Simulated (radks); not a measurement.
The bromine ion Br+ inside a hard spherical wall (all orbitals vanish at R), configuration held at [Ar] 3d10 4s2 4p4 and not refilled when levels cross. Calculated with a radial shooting solver on a logarithmic mesh with Libxc functionals: non-relativistic Kohn-Sham, PBE, spin-unpolarised, spherical densities, point nucleus. Eigenvalues in eV, with the zero of energy where the potential of the charges vanishes at infinity; a dash marks a level that is unbound or too diffuse for the functional's potential to be trusted. A positive occupied level is held by the wall or, in an anion where self-interaction has pushed it up, behind a barrier. The pressure on the wall is -dE/dV.

| R (bohr) | E (hartree) | kinetic (hartree) | e(3p) | e(3d) | e(4s) | e(4p) | e(5s, empty) | e(4d, empty) | pressure (GPa) |
|---|---|---|---|---|---|---|---|---|---|
| free | -2573.31409 | 2571.825 | -182.85 | -79.520 | -29.614 | -17.482 | - | - | 0 |
| 12 | -2573.31409 | 2571.825 | -182.85 | -79.520 | -29.614 | -17.482 | -5.473 | -3.671 | < 0.0001 |
| 10 | -2573.31409 | 2571.825 | -182.85 | -79.520 | -29.614 | -17.482 | -5.413 | -3.624 | < 0.0001 |
| 6 | -2573.31118 | 2571.856 | -182.71 | -79.380 | -29.509 | -17.371 | -2.933 | -2.474 | 0.372 |
| 5 | -2573.29376 | 2571.998 | -182.18 | -78.847 | -29.117 | -16.933 | 0.944 | -0.911 | 3.67 |
| 3.5 | -2572.95056 | 2573.915 | -177.12 | -73.847 | -25.258 | -12.257 | 24.346 | 8.203 | 135 |
| 3 | -2572.34500 | 2576.600 | -171.84 | -68.642 | -20.501 | -6.411 | 47.865 | 17.358 | 501 |
| 2.5 | -2570.64232 | 2583.018 | -162.21 | -59.169 | -9.532 | 6.769 | 95.328 | 35.877 | 2090 |
| 2 | -2565.36911 | 2600.422 | -143.78 | -40.848 | 19.640 | 40.203 | 201.75 | 77.517 | 10700 |
| 1.5 | -2545.35677 | 2660.475 | -101.19 | 3.680 | 117.86 | 145.20 | 487.09 | 189.86 | 81000 |
